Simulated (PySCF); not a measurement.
CH6CdSi. Atoms are numbered in the order given.

```xyz
9

Cd     0.0000     0.0000    -0.3266
C      0.0000     0.0000    -2.4531
H     -0.7386     0.7169    -2.8443
H     -0.2515    -0.9981    -2.8443
H      0.9901     0.2812    -2.8443
Si     0.0000     0.0000     2.1897
H     -0.0986    -1.3855     2.7570
H     -1.1506     0.7782     2.7570
H      1.2492     0.6073     2.7570
```

Geometry: PBE0-D3(BJ)/def2-SVP. The structure was generated by enumeration; whether it is a known compound was not checked. The def2 effective core potentials stand for the cores of Cd; spin–orbit coupling is left out.

Calculation: PySCF with ωB97X/def2-TZVPD.

Gas-phase values at a fixed geometry.

Computed frontier levels, gap, dipole moment and polarisability:
| Item | Value |
|---|---|
| highest occupied level | -8.97 eV |
| lowest empty level | 0.87 eV |
| orbital gap | 9.84 eV |
| dipole moment | 0.89 D |
| quadrupole, principal values (traceless, Buckingham form, about the centre of nuclear charge) | -9.95, 4.97, 4.97 D·Å |
| mean static polarisability | 81.0 bohr³ (12.01 Å³) |
| polarisability, principal values | 64.8, 64.8, 113.5 bohr³ |
